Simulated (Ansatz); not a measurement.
Relaxation of a periodic cell of 17 atoms, TiSi$_{16}$ (host Si, host structure diamond, interstitial Ti), to a largest force component of 0.08 eV/Å in at most 25 steps.

Theory: DFT PBE-D3(BJ), scalar-relativistic, plane waves, PAW (Ansatz). Settings: accuracy low, PAW set soft_1, cutoff 420 eV, k mesh 2x2x2, fermi-dirac smearing 0.05 eV, no spin polarisation.

```xyz
17
Lattice="0.0000 5.4300 5.4300 5.4300 0.0000 5.4300 5.4300 5.4300 0.0000" Properties=species:S:1:pos:R:3:forces:R:3
Si 0.000 0.000 0.000 0.63 -0.63 -0.64
Si 1.357 1.357 1.357 0.71 -0.07 0.00
Si 2.715 2.715 0.000 -0.26 0.26 -0.23
Si 4.072 4.072 1.357 0.08 -0.57 0.04
Si 2.715 0.000 2.715 -0.23 -0.23 0.24
Si 4.072 1.357 4.072 0.02 0.02 -0.39
Si 5.430 2.715 2.715 0.22 0.22 0.23
Si 6.787 4.072 4.072 0.00 0.00 -0.02
Si 0.000 2.715 2.715 1.65 1.64 1.56
Si 1.357 4.072 4.072 -0.01 -0.01 0.01
Si 2.715 5.430 2.715 -1.20 -1.21 1.13
Si 4.072 6.787 4.072 -0.02 -0.02 1.04
Si 2.715 2.715 5.430 -0.67 0.67 -0.69
Si 4.072 4.072 6.787 -0.08 0.74 0.00
Si 5.430 5.430 5.430 0.26 -0.26 -0.23
Si 6.787 6.787 6.787 -0.59 0.08 0.05
Ti 9.526 6.821 6.909 -0.51 -0.65 -2.08
```

**Question.** Where does it end, and by what steps?

**Answer.** It converged. The force dipped under the threshold on the way, but the program's further checks kept it going. Limits of this set-up: coarse k mesh, low accuracy level. After 3 steps the energy has fallen by 0.496 eV; Ti17 moved furthest, 0.12 Å.

| step | energy less start (eV) | largest force component (eV/Å) | accepted |
| --- | --- | --- | --- |
| 0 | 0.0000 | 2.085 | yes |
| 1 | -0.4555 | 0.650 | yes |
| 2 | -0.4961 | 0.049 | yes |
| 3 | -0.4961 | 0.049 | yes |

```xyz
17
Lattice="0.0000 5.4300 5.4300 5.4300 0.0000 5.4300 5.4300 5.4300 0.0000" Properties=species:S:1:pos:R:3
Si 0.047 -0.045 -0.037
Si 1.401 1.352 1.361
Si 2.704 2.732 -0.006
Si 4.080 4.036 1.367
Si 2.703 -0.011 2.744
Si 4.076 1.362 4.050
Si 5.449 2.735 2.745
Si 6.791 4.077 4.086
Si 0.043 2.758 2.754
Si 1.354 4.070 4.071
Si 2.669 5.385 2.759
Si 4.071 6.786 4.115
Si 2.669 2.763 5.393
Si 4.066 4.116 6.791
Si 5.447 5.420 5.424
Si 6.750 6.796 6.797
Ti 9.504 6.789 6.795
```

Run time: 21 s on 1 thread of Arm Neoverse V2 (shared host), peak memory 0.54 GiB.
